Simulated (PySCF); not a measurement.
(E)-1,2-dibromo-1-chloroethene (C2HBr2Cl), SMILES Cl/C(Br)=C\Br. Heavy atoms are numbered as in [Cl:1]/[C:2]([Br:3])=[CH:4]\[Br:5]. Hydrogens are named by the atom that carries them.

Geometry optimised at PBE0-D3(BJ)/def2-SVP.

All values below come from CAM-B3LYP/def2-TZVP run with PySCF.

Atomic charges (e), one atom of each kind:

```tsv
atom	IAO	Löwdin
Cl1	0.04	0.44
C2	-0.11	-0.80
Br3	0.06	0.36
C4 (CH)	-0.25	-0.50
Br5	0.06	0.36
H on C4	0.19	0.14
```

Computed Mayer and Wiberg (Löwdin basis) orders of the bonds:
| bond | Mayer | Wiberg |
|---|---|---|
| Cl1–C2 | 1.20 | 1.76 |
| C2–Br3 | 1.12 | 1.63 |
| C2–C4 | 1.79 | 2.09 |
| C4–Br5 | 1.16 | 1.68 |
